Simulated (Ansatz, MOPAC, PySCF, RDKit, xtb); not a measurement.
Dimer: boric acid (SMILES OB(O)O) (first 7 atoms) with H2O (SMILES O); geometry from B3LYP-D3(BJ)/def2-TZVP, rigid monomers moved along the line of their centres of mass till H6···O8 is 3.55 Å.
(charge 0, multiplicity 1):
```xyz
10

O      0.4881    -0.2524    -1.4022
B      0.2130    -0.1365    -0.0667
O      0.6055     1.0068     0.5968
O     -0.4435    -1.1790     0.5308
H      0.9491     0.5224    -1.7363
H      0.3681     0.9967     1.5325
H     -0.6013    -1.0236     1.4697
O     -0.8139     0.2365     4.7929
H     -1.6176     0.5931     5.1871
H     -0.2644    -0.0680     5.5236
```

Monomers are frozen at their geometry in the pair; levels with a basis set take the counterpoise correction. Rows marked so take none. RDKit's UFF carries no charges.

Rows in 6-31G* carry no dispersion term and start afresh at each structure (6-31G* with six Cartesian d functions). MP2/6-31G* freezes PySCF's default core. The state that PM7 reach isn't checked; PM7 holds dispersion and hydrogen-bond terms.

Programs: Ansatz (a program for electronic structure); MOPAC for PM7 (differences of heats of formation); PySCF for 6-31G* rows, the dispersion terms; RDKit for the force fields; xtb for the GFN methods. Values without a source in brackets are computed.

```csv
level,interaction energy (meV)
UFF,-10.6
GFN-FF,-119.8
PM7,-168.9
HF/6-31G*,-144.9
PBE-D4/def2-TZVPPD,-120.1
BP86/6-31G* (no counterpoise),-136.5
M06-2X/6-31G* (no counterpoise),?
wB97X-V/def2-TZVPPD,-122.3
MP2/6-31G* (no counterpoise),?
```

Question: What belongs in the gaps?

Answer: 
- M06-2X/6-31G* (no counterpoise), interaction energy (meV): -154.3
- MP2/6-31G* (no counterpoise), interaction energy (meV): -157.9
